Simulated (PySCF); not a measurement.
pentafluorosilicate (F5Si), SMILES F[Si-](F)(F)(F)F, charge -1.

Geometry: TPSSh-D3(BJ)/def2-SVPD.

Two levels are set side by side: PBE/def2-SVPD (PySCF) and B3LYP/def2-SVPD (PySCF). Same geometry, gas phase. Differences are taken from unrounded values.

| quantity | B3LYP |
|---|---|
| orbital gap (eV) | 9.33 |
| highest occupied level (eV) | -5.08 |
| lowest empty level (eV) | 4.25 |
| mean polarisability (bohr³) | 31.9 |

Question: What does PBE give, and how far is it from B3LYP? (Estimate from the structure and the level; the computed values follow.)

Answer: 
```
quantity                       PBE  PBE minus B3LYP
---------------------------  -----  ---------------
orbital gap (eV)              7.14            -2.20
highest occupied level (eV)  -3.27             1.81
lowest empty level (eV)       3.87            -0.39
mean polarisability (bohr³)   34.6              2.7
```

PBE's occupied levels lie high since its potential decays too fast outside the molecule; exact exchange lowers them and widens the gap. PBE's more diffuse valence density responds more strongly to a field. Differences between two approximate levels are no errors against the true value.

Rough cost on one machine, each run with all the roots and properties that it gave: B3LYP against PBE within a factor of 2.
